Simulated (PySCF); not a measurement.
Be(Et)2 cation (C4H10Be), SMILES C[CH2][Be][CH2]C (connectivity only; charge and spin as stated), charge +1, multiplicity 2. Atoms are numbered in the order given.

```xyz
15

Be     0.0000     0.0000     0.2171
C      0.6259    -1.6444     0.2142
C     -0.3450    -2.6868    -0.2452
H      0.9319    -1.7169     1.2762
H      1.5079    -1.4976    -0.4389
H     -0.6574    -2.5673    -1.2929
H     -1.2294    -2.7820     0.4018
H      0.1732    -3.6713    -0.1948
C     -0.6259     1.6444     0.2142
C      0.3450     2.6868    -0.2452
H     -0.9319     1.7169     1.2762
H     -1.5079     1.4976    -0.4389
H      0.6574     2.5673    -1.2929
H      1.2294     2.7820     0.4018
H     -0.1732     3.6713    -0.1948
```
Charge +1, spin multiplicity 2.

Coordinates come from a PBE0-D3(BJ)/def2-SVP optimisation. The spin state was assumed, not searched. The isomer is the one that the SMILES or the coordinates give; other isomers of the formula were not compared. The values are those of a single conformer.

Method: TDA-ωB97X/def2-SVPD in PySCF.

Vertical excitations. The molecule is in vacuum.

List the lowest excited states. (The exact figures need the calculation; the answer reports its results.)


| state | energy (eV) | λ (nm) | f | main pairs |
|---|---|---|---|---|
| root 1 | 1.08 | 1152 | 0.190 | β HOMO→LUMO 95 % |
| root 2 | 3.18 | 390 | 0.000 | β HOMO−1→LUMO 95 % |
| root 3 | 3.27 | 379 | 0.000 | β HOMO−2→LUMO 95 % |
| root 4 | 4.01 | 309 | 0.004 | β HOMO−4→LUMO 97 % |
| root 5 | 4.06 | 305 | 0.000 | β HOMO−3→LUMO 69 %, β HOMO−5→LUMO 29 % |
| root 6 | 5.15 | 241 | 0.007 | β HOMO−5→LUMO 68 %, β HOMO−3→LUMO 28 % |
| root 7 | 5.21 | 238 | 0.008 | β HOMO→LUMO+1 71 %, β HOMO−6→LUMO 21 % |
| root 8 | 5.26 | 236 | 0.116 | β HOMO−6→LUMO 74 %, β HOMO→LUMO+1 18 % |
| root 9 | 5.38 | 230 | 0.035 | β HOMO→LUMO+2 88 % |
| root 10 | 5.88 | 211 | 0.002 | β HOMO−7→LUMO 95 % |
Unrestricted roots are not spin-pure.
